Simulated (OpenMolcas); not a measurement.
**Se+: effect of the basis set**

```json
{"Program": "OpenMolcas", "Method": "CASSCF", "Active space": "5 electrons in 8 orbitals (4s 4p 5s 5p)", "State averaging": "2S+1 = 4 odd, 1 root; 2S+1 = 2 odd, 8 roots; 2S+1 = 4 even, 3 roots; 2S+1 = 2 even, 9 roots", "Spin-orbit coupling": "RASSI with atomic mean-field integrals over the reference wave functions, term energies averaged over their components"}
```

A. ANO-RCC-VTZP [6s5p3d1f], DKH2, point nucleus; cost about 20 core-seconds
B. ANO-RCC-VQZP [7s6p4d2f1g], DKH2, point nucleus; cost roughly 21 core-seconds
C. ANO-R2 [6s6p4d3f1g], X2C, finite nucleus; cost about 24 core-seconds
D. ANO-RCC [9s8p6d4f2g], DKH2, point nucleus; cost of the order of 27 core-seconds

Energies in eV above 4s² 4p³ ⁴S°_3/2, the measured ground level; measured values from NIST Handbook of Basic Atomic Spectroscopic Data.

```
          Level       A       B       C       D  Measured
4s² 4p³ ⁴S°_3/2  0.0000  0.0000  0.0000  0.0000    0.0000
4s² 4p³ ²D°_3/2  2.0829  2.0872  2.0917  2.0865    1.6326
4s² 4p³ ²D°_5/2  2.1649  2.1695  2.1740  2.1696    1.7090
4s² 4p³ ²P°_1/2  3.0021  3.0076  3.0196  3.0068    2.8564
4s² 4p³ ²P°_3/2  3.0963  3.1014  3.1134  3.1017    2.9626
```

Deviations, from unrounded energies. A percentage is the sum of absolute deviations over the sum of measured energies, with the sign that they share, or ± where signs differ.

```json
{"Against measurement": "mean absolute deviation (cm-1)", "Levels": "4", "A": "2400", "B": "2400", "C": "2500", "D": "2400"}
{"Against measurement": "other terms of the ground configuration (%)", "Levels": "4", "A": "+12.9", "B": "+13.2", "C": "+13.5", "D": "+13.1"}
```

A, B, C, D lie about equally close to measurement. The largest miss of A in the table is 4s² 4p³ ²D°_5/2, by +3700 cm-1. The ranking rests on the paired levels alone, and a cruder setting can come out closer through cancelling errors.

Among A to D the level of the table that moves most is 4s² 4p³ ²P°_1/2, by 140 cm-1 (lowest in A, highest in C).

Without dynamic correlation excited terms often stand tens of per cent too high (terms of higher spin than the ground term too low), and those without a measured partner can miss by more than the paired ones. Active for correlation alone: 5p 5s; no level in the range computed is led by a configuration that fills them, so any true level of that kind is missing. Computed and measured levels are paired by configuration, term and J; levels that our copy of the source lacks, or whose pairing is in doubt (as where it misses far off the trend of its configuration), stay unpaired and out of the deviations. Levels of configurations outside the active space are missing. The table leaves out levels that lie high or whose names do not pair safely across all columns.

° marks odd parity.
